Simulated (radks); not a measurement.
Values are calculated unless marked as measured or tabulated.
All-electron atom: Dy+ in [Xe] 4f10 6s1.

Level of theory: scalar-relativistic Kohn-Sham, PBE, spin-unpolarised, spherical densities, point nucleus (a radial shooting solver on a logarithmic mesh with Libxc functionals).

Energy parts (eV):
part                      energy
total                 -330809.53
kinetic                356936.19
electron-nucleus      -809188.31
Hartree                128595.17
exchange-correlation    -7152.57

Orbitals (lengths in bohr, moments of r in powers of bohr; <r^-3> diverges for s and p1/2; r(90%) holds 90 % of the orbital's charge):
1s: occ. 2; eigenvalue (eV) -53669.32; r(90%) 0.0382
2s: occ. 2; eigenvalue (eV) -8942.476; r(90%) 0.139
2p: occ. 6; eigenvalue (eV) -7934.599; r(90%) 0.129; <r^-3> 12810
3s: occ. 2; eigenvalue (eV) -1995.466; r(90%) 0.344
3p: occ. 6; eigenvalue (eV) -1686.120; r(90%) 0.349; <r^-3> 2725
3d: occ. 10; eigenvalue (eV) -1288.618; r(90%) 0.330; <r^-3> 364.7
4s: occ. 2; eigenvalue (eV) -399.8191; r(90%) 0.761
4p: occ. 6; eigenvalue (eV) -298.0101; r(90%) 0.817; <r^-3> 610.2
4d: occ. 10; eigenvalue (eV) -159.4320; r(90%) 0.917; <r^-3> 68.31
4f: occ. 10; eigenvalue (eV) -9.5396; r(90%) 1.54; <r^-3> 8.982
5s: occ. 2; eigenvalue (eV) -55.4166; r(90%) 1.88
5p: occ. 6; eigenvalue (eV) -31.8313; r(90%) 2.28; <r^-3> 76.45
5d: occ. 0; eigenvalue (eV) -6.8641; r(90%) 4.53; <r^-3> 2.725
6s: occ. 1; eigenvalue (eV) -8.8452; r(90%) 5.42
6p: occ. 0; eigenvalue (eV) -5.4262; r(90%) 7.05; <r^-3> 6.291

The highest occupied level is 6s at -8.845 eV. For comparison, the ionisation energy in NIST's Atomic Spectra Database is 11.65 eV (semi-empirical). In exact Kohn-Sham theory the highest level is minus the ionisation energy, but local and semilocal functionals leave it too shallow, through self-interaction and a potential that decays too fast; potentials with the right tail come closer. Summed over all electrons, <r^2> = 54.43 bohr^2, which gives a Langevin (diamagnetic) susceptibility term of -43.1 x 10^-6 cm^3/mol.

Beside tabulated values, note that spin-unpolarised runs miss the spin-polarisation part of the exchange energy of open shells.
